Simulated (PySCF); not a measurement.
CH5FOSi.
SMILES: `CO[SiH2]F`

Torsions of this conformer, `[CH3:1][O:2][SiH2:3][F:4]`: C1–O2–Si3–F4 71°.

The closed-shell ground state was solved at several levels (PySCF, density fitting, gas phase, non-relativistic). One conformer (not necessarily the lowest) at the PBE0-D3(BJ)/def2-SVP geometry, without solvent, vibrations or thermal averaging.

```tsv
level	basis functions	total energy (Eh)	HOMO (eV)	LUMO (eV)	gap (eV)	dipole (D)
PBE0/def2-TZVP	160	-505.5201	-8.73	0.68	9.41	1.58
B3LYP/def2-SVPD	130	-505.5424	-8.55	0.18	8.73	1.65
B97-D/pcSseg-2	221	-505.7479	-7.23	-0.17	7.06	1.56
HF/def2-SVPD	130	-503.8613	-12.72	2.51	15.23	1.78
LDA/pcSseg-2	221	-503.1624	-7.33	-0.57	6.76	1.63
mPW1PW91/pcSseg-2	221	-505.8332	-8.80	0.48	9.28	1.64
PBE0/pcSseg-2	221	-505.5262	-8.76	0.48	9.24	1.64
PBE0/IGLO-III	199	-505.5229	-8.73	0.67	9.40	1.58
BHandHLYP/def2-SVPD	130	-505.4193	-10.31	1.03	11.34	1.72
PBE0/6-311+G(2d,p)	146	-505.4922	-8.76	0.23	8.99	1.65
PBE0/6-31+G*	86	-505.3954	-8.76	0.27	9.03	1.73
PBE0/6-31G*	70	-505.3805	-8.51	1.23	9.74	1.59
```

(1) What might BP86/pcSseg-2 (221 basis functions) give for the same quantities?

(2) Over all these levels, which gives the widest orbital gap and which the narrowest?

(3) How much does the basis alone move the frontier levels among the 6 PBE0 rows?

(4) How far do the dipole and the HOMO energy spread over the levels?

## Answers

(1) Total energy -505.9048 Eh, HOMO -7.31 eV, LUMO -0.32 eV, gap 6.99 eV, dipole 1.57 D.

(2) HF/def2-SVPD (Hartree–Fock, all exact exchange) has the widest, 15.23 eV, and LDA/pcSseg-2 (LDA) the narrowest, 6.76 eV. Functional and basis both differ between the two, so the spread mixes both effects. The HOMO need not be the same orbital at Hartree–Fock and at DFT levels.

(3) The HOMO by 0.25 eV and the LUMO by 1.00 eV. By rising basis size (HOMO, LUMO in eV): 6-31G* -8.51, 1.23; 6-31+G* -8.76, 0.27; 6-311+G(2d,p) -8.76, 0.23; def2-TZVP -8.73, 0.68; IGLO-III -8.73, 0.67; pcSseg-2 -8.76, 0.48.

(4) The dipole runs from 1.56 to 1.78 D (mean 1.64 D) and the HOMO from -12.72 to -7.23 eV.

B97-D is run here without its empirical dispersion term; that term would change no orbital, density or response property at a fixed geometry.
